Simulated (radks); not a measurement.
The germanium anion Ge4-, [Kr], held by a Watson sphere: a shell of charge +4 at radius R that stands for the Madelung well of a crystal (potential energy -4/R inside, -4/r outside, in hartree with lengths in bohr). Calculated with a radial shooting solver on a logarithmic mesh with Libxc functionals: scalar-relativistic Kohn-Sham, LB94 model potential, spin-polarised, spherical densities, finite nucleus; Fermi nuclear charge, rms radius of each element as measured or else 0.836 A^(1/3) + 0.57 fm. Response by self-consistent Sternheimer equations with the Hartree and adiabatic LDA kernel, the relativistic mass of each level held fixed and spin-orbit coupling left out. The sphere does not respond.

R (bohr)  e(3d) (eV)  e(4s) (eV)  e(4p) (eV)  <r> 4p (bohr)  sum of <r^2> (bohr^2)  X-ray form factor at sin(theta)/lambda = 0.3 1/angstrom  alpha (bohr^3)
2.49         -36.552     -18.453     -10.652          2.695                  71.87                                                   21.911           49.56
3.16         -34.895     -15.858      -8.844          3.064                  88.25                                                   22.035           85.86
3.48         -34.399     -14.934      -8.099          3.240                  96.68                                                   22.080           111.0
3.52         -34.344     -14.830      -8.011          3.262                  97.77                                                   22.084           114.5
3.62         -34.210     -14.583      -7.798          3.317                  100.5                                                   22.094           123.9
3.7          -34.108     -14.396      -7.633          3.361                  102.7                                                   22.101           131.9
4.02         -33.735     -13.734      -7.020          3.536                  111.9                                                   22.119           168.5
4.59         -33.183     -12.840      -6.099          3.845                  129.4                                                   22.128           255.0
5.08         -32.800     -12.287      -5.455          4.105                  145.8                                                   22.129           355.5
